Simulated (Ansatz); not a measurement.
B₂F₄, relaxed as a singlet with RKS PBE0-D4/def2-SVP in Ansatz, starting from the GFN1-xTB geometry. Force threshold 0.02 eV/Å.

The structure comes from a short search, and lower isomers may exist.

Start:

Cartesian coordinates in Å:
```
B -0.805 -0.199 0.018
B 0.805 0.199 -0.016
F 1.761 -0.680 -0.298
F -1.558 -0.249 -1.076
F 1.250 1.426 0.233
F -1.453 -0.497 1.140
```

| step | energy (eV) | largest force component (eV/Å) | SCF passes |
| --- | --- | --- | --- |
| 1 | -12204.5694 | 1.509 | 24 |
| 2 | -12204.6217 | 0.552 | 27 |
| 3 | -12204.6274 | 0.250 | 28 |
| 4 | -12204.6312 | 0.006 | 28 |

Force components are those of the run's own axes.

End:

Cartesian coordinates in Å:
```
B -0.8361 -0.2069 0.0177
B 0.8359 0.2071 -0.0172
F 1.7638 -0.6859 -0.2972
F -1.5609 -0.2482 -1.0821
F 1.2504 1.4326 0.2339
F -1.4531 -0.4988 1.1449
```

By distances, no bond broke or formed. The bond that changes most is B1–B2, from 1.66 to 1.72 Å (atoms count from 1).

No frequencies were taken in this run, so the end may be a saddle point.

Run time 3.6 s (4 threads of Arm Neoverse V1 on a shared host).
